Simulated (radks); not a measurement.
Task: The mean radii <r> (bohr) of the occupied orbitals of an atom or ion are listed with their occupations. Calculated with a radial shooting solver on a logarithmic mesh with Libxc functionals: Dirac Kohn-Sham, exchange-only LDA, spin-unpolarised, spherical densities, finite nucleus; Fermi nuclear charge, rms radius of each element as measured or else 0.836 A^(1/3) + 0.57 fm.

orbital  occ.      <r>
1s1/2       2  0.02113
2s1/2       2  0.08929
2p1/2       2  0.07441
2p3/2       4  0.08146
3s1/2       2   0.2344
3p1/2       2   0.2240
3p3/2       4   0.2374
3d3/2       4   0.2098
3d5/2       6   0.2139
4s1/2       2   0.5290
4p1/2       2   0.5388
4p3/2       4   0.5691
4d3/2       4   0.5984
4d5/2       6   0.6089
5p1/2       2    1.326
5p3/2       4    1.400
4f5/2       6   0.7381
4f7/2       2   0.7459
6s1/2       2    2.639

Name the element and its charge. Open shells, if any, fill j = l - 1/2 first.

Result: Z = 66, dysprosium, charge +4: Dy4+ in [Kr] 4d10 4f8 5p6 6s2. The 1s radius gives Z: for a bare nucleus <r> = (2 gamma + 1)/(2Z) with gamma = sqrt(1 - (Z/c)^2), 0.02085 bohr for Z = 66, and screening makes it slightly larger (0.02113 here). The occupations add up to 62, and the charge is Z minus that.
